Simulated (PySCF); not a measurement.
Si(F)(Me)(Et)(OH) (C₃H₉FOSi), SMILES CC[Si](C)(O)F.

The structure is a stationary point at B3LYP-D3(BJ)/def2-SVP. Other conformers were not sampled.

All values below come from PySCF with PBE/def2-TZVP.

Isolated molecule, no solvent.

### Question
Estimate the frontier levels, gap, dipole moment and polarisability. (Estimate from the structure and the level; the computed values follow.)

### Answer

```yaml
highest_occupied_level: -6.83 eV
lowest_empty_level: -0.11 eV
orbital_gap: 6.72 eV
dipole_moment: 1.70 D
quadrupole, principal values (traceless, Buckingham form, about the centre of nuclear charge): -5.61, -2.44, 8.05 D·Å
mean_static_polarisability: 65.3 bohr³ (9.67 Å³)
polarisability_principal_values: 57.7, 66.4, 71.8 bohr³
```
